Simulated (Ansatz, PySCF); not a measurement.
Gas-phase reaction (SMILES): O[Si](O)(Cl)Cl [dichloro(dihydroxy)silane] + 4 [H][H] (H2) → 2 Cl (HCl) + 2 O (H2O) + [SiH4] (SiH4); energy of full hydrogenation.

Each molecule is optimised on its own at B3LYP-D3(BJ)/def2-TZVP (Ansatz, an electronic-structure program), one conformer each, not searched for the lowest. Cores are frozen in the correlated levels unless marked. No spin-orbit coupling. No relativistic terms. CBS(X,Y): correlation extrapolated as X^-3; Hartree-Fock from the larger set. Thermal terms are rigid-rotor harmonic-oscillator values from B3LYP-D3(BJ) frequencies (Ansatz or PySCF) at 298.15 K and 1 atm. 1 Eh = 627.5095 kcal/mol.

```tsv
species	E, CCSD(T)/CBS(cc-pV(T+d)Z,cc-pV(Q+d)Z) (Ansatz) (Eh)	E, r2SCAN-D4/def2-TZVPD (Ansatz + dftd4) (Eh)	H - E (Eh)	G - E (Eh)
O[Si](O)(Cl)Cl	-1360.39476	-1361.72117	0.03995	0.00022
[H][H] (H2)	-1.17450	-1.17100	0.01336	-0.00144
Cl (HCl)	-460.37849	-460.78611	0.01000	-0.01120
O (H2O)	-76.37426	-76.42298	0.02495	0.00353
[SiH4] (SiH4)	-291.45815	-291.85367	0.03520	0.01198
```

### Question
Work out ΔE and ΔH, ΔG, ΔS and the equilibrium constant at 298.15 K at the first level, then ΔH at the second.

### Answer

1. ΔE = [2×(-460.37849) + 2×(-76.37426) + (-291.45815)] - [(-1360.39476) + 4×(-1.17450)] = 0.12911 Eh = 81.0 kcal/mol at CCSD(T)/CBS(cc-pV(T+d)Z,cc-pV(Q+d)Z).
2. The terms H - E add up to 0.01171 Eh, so ΔH = (0.12911 + (0.01171))×627.5095 = 88.4 kcal/mol.
3. The terms G - E add up to 0.00218 Eh, so ΔG = 82.4 kcal/mol, and ΔS = (0.01171 - (0.00218))×627509.5/298.15 = 20.1 cal/(mol K).
4. log10 K = -ΔG/(RT ln 10) = -60.4, with RT ln 10 = 1.3642 kcal/mol.
5. At r2SCAN-D4/def2-TZVPD the same steps give ΔE = 83.7 and ΔH = 91.0 kcal/mol, a shift of +2.6 from the first level.
6. These values are not checked against measurement here, since the tables used lack a sound gas-phase enthalpy of formation for at least one species.
